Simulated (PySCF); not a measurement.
C8H6FN.
SMILES with atom numbers: `[N:1]#[C:2][CH2:3][c:4]1[cH:5][cH:6][cH:7][c:8]([F:9])[cH:10]1` (hydrogens: H11, H12 on C3; H13 on C5; H14 on C6; H15 on C7; H16 on C10)

The same species was optimised twice, with GFN2-xTB and with PBE0-D3(BJ)/def2-SVP (PySCF), and the same property calculations (PySCF, gas phase) were run on both structures.

```csv
coordinate,GFN2-xTB,PBE0-D3(BJ)/def2-SVP,change
C8–F9 (Å),1.348,1.330,-0.018
C2–C3 (Å),1.445,1.460,+0.015
N1≡C2 (Å),1.142,1.157,+0.015
C5–C6 (Å),1.384,1.393,+0.009
C6–C7 (Å),1.384,1.393,+0.009
C4–C10 (Å),1.387,1.396,+0.009
C4–C5 (Å),1.389,1.398,+0.009
C8–C10 (Å),1.382,1.390,+0.008
C7–C8 (Å),1.382,1.389,+0.007
C3–C4 (Å),1.509,1.513,+0.004
C2–C3–C4 (°),109.2,112.9,+3.7
N1–C2–C3 (°),179.0,179.7,+0.7
C7–C8–C10 (°),122.2,121.8,-0.4
C4–C10–C8 (°),118.9,119.3,+0.4
C4–C5–C6 (°),120.5,120.2,-0.3
F9–C8–C10 (°),118.7,119.0,+0.3
C6–C7–C8 (°),118.3,118.5,+0.2
C5–C6–C7 (°),120.5,120.6,+0.1
C2–C3–C4–C5 (°),85,86,+1
```

Rotational constants: A = 2598, B = 845.5, C = 717.1 MHz (GFN2-xTB) against A = 2613, B = 815.8, C = 690.8 MHz (PBE0-D3(BJ)/def2-SVP). Point groups within 0.08 Å: C1 and C1.

On the GFN2-xTB structure: HOMO (eV) -7.62 [PBE0/pcSseg-1]; LUMO (eV) -0.98 [PBE0/pcSseg-1]; dipole (D) 3.78 [PBE0/pcSseg-1]; GIAO shielding of N1 (ppm) -36.4 [PBE0/pcSseg-1]; GIAO shielding of C2 (ppm) 65.1 [PBE0/pcSseg-1]; GIAO shielding of C3 (ppm) 161.7 [PBE0/pcSseg-1]; GIAO shielding of C4 (ppm) 46.3 [PBE0/pcSseg-1]; GIAO shielding of C5 (ppm) 56.9 [PBE0/pcSseg-1]; GIAO shielding of C6 (ppm) 50.0 [PBE0/pcSseg-1]; GIAO shielding of C7 (ppm) 65.7 [PBE0/pcSseg-1]; GIAO shielding of C8 (ppm) 13.4 [PBE0/pcSseg-1].

What do these properties become on the PBE0-D3(BJ)/def2-SVP structure?

```json
{"property": "HOMO (eV)", "level": "PBE0/pcSseg-1", "on GFN2-xTB": "-7.62", "on PBE0-D3(BJ)/def2-SVP": "-7.60", "change": "+0.02"}
{"property": "LUMO (eV)", "level": "PBE0/pcSseg-1", "on GFN2-xTB": "-0.98", "on PBE0-D3(BJ)/def2-SVP": "-1.03", "change": "-0.05"}
{"property": "dipole (D)", "level": "PBE0/pcSseg-1", "on GFN2-xTB": "3.78", "on PBE0-D3(BJ)/def2-SVP": "3.83", "change": "+0.05"}
{"property": "energy, GFN2-xTB geometry as zero (kcal/mol)", "level": "PBE0/pcSseg-1", "on GFN2-xTB": "0.0", "on PBE0-D3(BJ)/def2-SVP": "-0.6", "change": "-0.6"}
{"property": "GIAO shielding of N1 (ppm)", "level": "PBE0/pcSseg-1", "on GFN2-xTB": "-36.4", "on PBE0-D3(BJ)/def2-SVP": "-41.8", "change": "-5.4"}
{"property": "GIAO shielding of C2 (ppm)", "level": "PBE0/pcSseg-1", "on GFN2-xTB": "65.1", "on PBE0-D3(BJ)/def2-SVP": "62.7", "change": "-2.4"}
{"property": "GIAO shielding of C3 (ppm)", "level": "PBE0/pcSseg-1", "on GFN2-xTB": "161.7", "on PBE0-D3(BJ)/def2-SVP": "159.5", "change": "-2.2"}
{"property": "GIAO shielding of C4 (ppm)", "level": "PBE0/pcSseg-1", "on GFN2-xTB": "46.3", "on PBE0-D3(BJ)/def2-SVP": "45.5", "change": "-0.8"}
{"property": "GIAO shielding of C5 (ppm)", "level": "PBE0/pcSseg-1", "on GFN2-xTB": "56.9", "on PBE0-D3(BJ)/def2-SVP": "54.3", "change": "-2.6"}
{"property": "GIAO shielding of C6 (ppm)", "level": "PBE0/pcSseg-1", "on GFN2-xTB": "50.0", "on PBE0-D3(BJ)/def2-SVP": "47.8", "change": "-2.2"}
{"property": "GIAO shielding of C7 (ppm)", "level": "PBE0/pcSseg-1", "on GFN2-xTB": "65.7", "on PBE0-D3(BJ)/def2-SVP": "63.5", "change": "-2.2"}
{"property": "GIAO shielding of C8 (ppm)", "level": "PBE0/pcSseg-1", "on GFN2-xTB": "13.4", "on PBE0-D3(BJ)/def2-SVP": "13.6", "change": "+0.2"}
```

The heavy atoms differ by 0.060 Å rms after alignment. Among bonds between heavy atoms C8–F9 changes most (-0.018 Å). Changes are differences of the printed values. Neither structure is proved a minimum here.

The values belong to the conformer `[N:1]#[C:2][CH2:3][c:4]1[cH:5][cH:6][cH:7][c:8]([F:9])[cH:10]1`: C2–C3–C4–C5 86°.
